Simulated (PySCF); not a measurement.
Adding and removing an electron: GeH

UHF-CCSD(T); Ge def2-TZVPPD, H def2-TZVPPD; no relativity (PySCF 2.14). Neutral (UHF): doublet (π ↑), Re = 1.591 Å, ωe = 1907 cm⁻¹, De = 2.93 eV.

GeH⁺ (RHF): singlet (closed shell), Re = 1.576 Å, ωe = 2025 cm⁻¹, De = 3.14 eV to Ge⁺ + H. The energies at the minima are -2076.12489 hartree for GeH and -2075.84235 for GeH⁺.

Question: Work out the adiabatic ionisation energy, without and with harmonic zero-point energies (1 hartree = 27.2114 eV, 1 eV = 8065.5 cm⁻¹), and the change of the bond length.

Answer: At CCSD(T): 0.28254 hartree = 7.688 eV between the minima; the zero-point term (2025.0 − 1907.0)/2 cm⁻¹ = +0.007 eV makes it 7.696 eV. Re changes by -1.5 pm against the neutral. The electron leaves a π orbital, which is non-bonding in a hydride.

GeH⁻ (UHF): triplet (π ↑↑), Re = 1.628 Å, ωe = 1687 cm⁻¹. The energies at the minima are -2076.12489 hartree for GeH and -2076.15937 for GeH⁻.

Question: Work out the adiabatic electron affinity, without and with harmonic zero-point energies (1 hartree = 27.2114 eV, 1 eV = 8065.5 cm⁻¹), and the change of the bond length.

Answer: At UHF-CCSD(T): 0.03448 hartree = 0.938 eV between the minima; the zero-point term (1907.0 − 1687.0)/2 cm⁻¹ = +0.014 eV makes it 0.952 eV. Re changes by +3.7 pm against the neutral. The electron enters a π orbital, which is non-bonding in a hydride.

Correlated steps freeze 9 core orbitals. Spin–orbit coupling is left out. For an ion De counts to the pair picked by the measured ionisation energies or electron affinities, which need not be the lowest pair at this level. Where the molecule has an RHF reference, its open-shell atoms are computed with UHF. States were picked by a PBE0 search and need not be the measured ground states.

Neutral and ion stand on different kinds of reference determinant, which adds to the error of the difference.
